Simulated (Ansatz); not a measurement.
Species: methyltin tribromide, CH$_{3}$Br$_{3}$Sn, net charge 0, singlet state. 
Coordinates optimised at B3LYP-D3(BJ)/def2-TZVP (Ansatz, an electronic-structure program):
```
Sn
C 1 2.1397
H 2 1.0872 1 108.06
H 2 1.0872 3 110.85 1 -118.23
H 2 1.0872 3 110.85 4 -123.54
Br 1 2.4876 2 111.25 3 -60.00
Br 1 2.4876 2 111.25 3 60.00
Br 1 2.4876 2 111.25 3 180.00
```
Charge 0, spin multiplicity 1.

Total electronic energies in hartree. Valence correlation only, unless marked. Spin-orbit coupling is left out. The frozen core is the preceding noble-gas configuration, with the filled d and f shells of earlier blocks. In def2 rows, elements after Kr have scalar-relativistic effective core potentials. STO-3G rows are all-electron and non-relativistic. CBS(X,Y): correlation extrapolated as X^-3; Hartree-Fock from the larger set. [CCSD(T)-MP2]/basis is that difference in the basis named.

| level | program | energy (Eh) |
|---|---|---|
| HF/STO-3G | Ansatz | -13636.68350 |
| RI-HF/def2-TZVPP | Ansatz | -7970.39976 |
| r2SCAN-D4/def2-TZVPD | Ansatz + dftd4 | -7976.87377 |
| PBE0/def2-TZVPD | Ansatz | -7975.92108 |
| LC-wPBE-D3(BJ)/def2-TZVPD | Ansatz + dftd3 | -7975.80811 |
| wB97M-V/def2-TZVPD | Ansatz | -7976.35505 |
| B2GP-PLYP-D4/def2-TZVPD | Ansatz + dftd4 | -7974.76981 |
| B2PLYP-D4/def2-TZVPD | Ansatz + dftd4 | -7975.29192 |
| MP2/STO-3G | Ansatz | -13636.77417 |
| MP2/def2-SVP | Ansatz | -7969.97148 |
| MP2/def2-TZVPP | Ansatz | -7971.15201 |
| MP2/def2-QZVPP | Ansatz | -7971.37810 |
| RI-MP2/def2-TZVPPD | Ansatz | -7971.15665 |
| RI-MP2/CBS(def2-TZVPP,def2-QZVPP) | Ansatz | -7971.4316 |
| CCSD/def2-QZVPPD | Ansatz | -7971.42958 |
| CCSD/CBS(def2-TZVPP,def2-QZVPP) | Ansatz | -7971.4780 |
| CCSD/CBS(def2-TZVPPD,def2-QZVPPD) | Ansatz | -7971.4774 |
| CCSD(T)/def2-SVPD | Ansatz | -7970.08362 |
| CCSD(T)/def2-TZVPP | Ansatz | -7971.24245 |
| CCSD(T)/def2-QZVPPD | Ansatz | -7971.46999 |
| RI-MP2/CBS(def2-TZVPP,def2-QZVPP)+[CCSD(T)-MP2]/def2-QZVPP | Ansatz | -7971.5222 |
| RI-MP2/CBS(def2-TZVPPD,def2-QZVPPD)+[CCSD(T)-MP2]/def2-QZVPPD | Ansatz | -7971.5219 |
| CCSD(T)/CBS(def2-TZVPPD,def2-QZVPPD) | Ansatz | -7971.5219 |

Totals of different functionals don't rank their quality; only differences between species are comparable.
